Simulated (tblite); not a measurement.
Compound: C₅H₁₅NSi₂.
Geometry (GFN2-xTB, Å), atoms numbered from 1 in this order:
```
atom  x, y, z in Å
C1    -3.4193   -0.0878    0.4431
N2    -2.3645    0.3373   -0.4443
Si3   -0.9973    1.2260    0.1160
C4     0.2642    1.2800   -1.3175
C5     1.2200    0.0947   -1.1815
C6     1.8111   -0.0145    0.2286
C7     2.7531   -1.2080    0.3330
Si8    0.3527   -0.0533    1.4797
H9    -4.1490    0.7051    0.6440
H10   -3.9484   -0.9431    0.0186
H11   -2.9752   -0.3862    1.3910
H12   -2.7206    0.5446   -1.3665
H13   -1.3225    2.6089    0.5382
H14    0.8367    2.2061   -1.2539
H15   -0.1974    1.2656   -2.3045
H16    0.6797   -0.8285   -1.4105
H17    2.0298    0.1837   -1.9145
H18    2.3979    0.8944    0.4128
H19    3.5646   -1.1327   -0.3917
H20    2.2151   -2.1350    0.1430
H21    3.1890   -1.2671    1.3281
H22   -0.0263   -1.4502    1.7469
H23    0.8017    0.4837    2.7719
```

Calculated harmonic vibrations of the isolated species, GFN2-xTB (tblite), most abundant isotopes, no scaling. This tight-binding method is rough: wavenumbers can miss measured ones by several per cent, in bad cases by 10 to 20. Modes of hydrogen on silicon can be 10 to 20 % off. One conformer, not necessarily the lowest.

Harmonic wavenumbers (cm⁻¹): 42.0, 79.2, 113.1, 138.2, 167.7, 220.4, 230.7, 258.7, 275.4, 318.0, 341.9, 406.9, 454.1, 478.0, 509.3, 537.1, 584.4, 631.3, 654.8, 664.6, 705.4, 758.0, 805.6, 827.3, 917.5, 947.9, 1010.6, 1052.8, 1060.6, 1074.6, 1108.0, 1110.3, 1143.7, 1154.4, 1195.3, 1274.5, 1296.6, 1302.5, 1348.0, 1354.8, 1417.5, 1422.7, 1492.2, 1492.6, 1505.5, 1508.7, 1510.5, 1513.7, 2064.8, 2168.6, 2191.1, 2899.1, 2902.6, 2918.7, 2953.9, 2974.8, 2976.6, 2990.8, 2992.5, 3018.3, 3019.0, 3028.2, 3421.6.

A = 2371, B = 894.8, C = 767.9 MHz; mass 145.074 u (most abundant isotopes); point group C1, symmetry number 1.

Problem. Zero-point energy?

Solution. ½Σν̃ = 41469 cm⁻¹ = 118.57 kcal/mol.

Problem. Entropy at 350 K, 1 bar (ideal gas, RRHO, classical rotation)?

Solution. Translation 41.65, rotation 30.15, vibration 40.96: S = 112.8 cal/(mol K).

Problem. And Cp and H(350 K) − H(0)?

Solution. Cp = 52.13 cal/(mol K), of which vibrations give 44.18 (their classical limit is 63 R = 125.2); H(350 K) − H(0) = 10.51 kcal/mol without the zero-point energy, 7.72 from vibrations.

Problem. Blend soft modes into free rotors: weight 1/[1 + (100 cm⁻¹/ν̃)⁴] for the oscillator and the rest for a rotor with moment μB/(μ + B), μ = h/(8π²ν), B = 10⁻⁴⁴ kg m². What vibrational entropy results?

Solution. 38.35 cal/(mol K) in place of 40.96, which changes −T·S at 350 K by +0.91 kcal/mol.

Problem. How do the functions run with temperature in this model?

Solution. 
```json
{"T (K)": "50", "S (cal/(mol K))": "59.5", "Cp (cal/(mol K))": "13.3", "H − H(0) (kcal/mol)": "0.50", "G − H(0) (kcal/mol)": "-2.47", "ln q(vib)": "0.53"}
{"T (K)": "100", "S (cal/(mol K))": "70.9", "Cp (cal/(mol K))": "20.5", "H − H(0) (kcal/mol)": "1.35", "G − H(0) (kcal/mol)": "-5.74", "ln q(vib)": "1.78"}
{"T (K)": "298.15", "S (cal/(mol K))": "104.9", "Cp (cal/(mol K))": "45.9", "H − H(0) (kcal/mol)": "7.96", "G − H(0) (kcal/mol)": "-23.31", "ln q(vib)": "7.86"}
{"T (K)": "373.15", "S (cal/(mol K))": "116.2", "Cp (cal/(mol K))": "54.8", "H − H(0) (kcal/mol)": "11.74", "G − H(0) (kcal/mol)": "-31.61", "ln q(vib)": "10.24"}
{"T (K)": "500", "S (cal/(mol K))": "134.1", "Cp (cal/(mol K))": "67.9", "H − H(0) (kcal/mol)": "19.55", "G − H(0) (kcal/mol)": "-47.50", "ln q(vib)": "14.25"}
{"T (K)": "750", "S (cal/(mol K))": "165.4", "Cp (cal/(mol K))": "86.6", "H − H(0) (kcal/mol)": "39.03", "G − H(0) (kcal/mol)": "-85.04", "ln q(vib)": "21.88"}
{"T (K)": "1000", "S (cal/(mol K))": "192.2", "Cp (cal/(mol K))": "99.2", "H − H(0) (kcal/mol)": "62.36", "G − H(0) (kcal/mol)": "-129.83", "ln q(vib)": "29.01"}
```

q(vib) and H(0) count from the zero-point level.

Problem. Which modes carry the vibrational entropy at 350 K?

Solution. 42.0 cm⁻¹: 5.48; 79.2 cm⁻¹: 4.23; 113.1 cm⁻¹: 3.53; 138.2 cm⁻¹: 3.14; 167.7 cm⁻¹: 2.77; 220.4 cm⁻¹: 2.25 cal/(mol K); the other 57 give 19.57 together.

Problem. What must be added to the electronic energy to get the Gibbs energy at 350 K and 1 bar?

Solution. ZPE + [H(350 K) − H(0)] − T·S = 118.57 + 10.51 − 39.46 = 89.62 kcal/mol.

Hindered rotation and anharmonicity are outside this model. Other conformers, if any are populated, would add a mixing term that is left out. The structure is chiral; the term R ln 2 for an equal mix with its mirror image is left out.
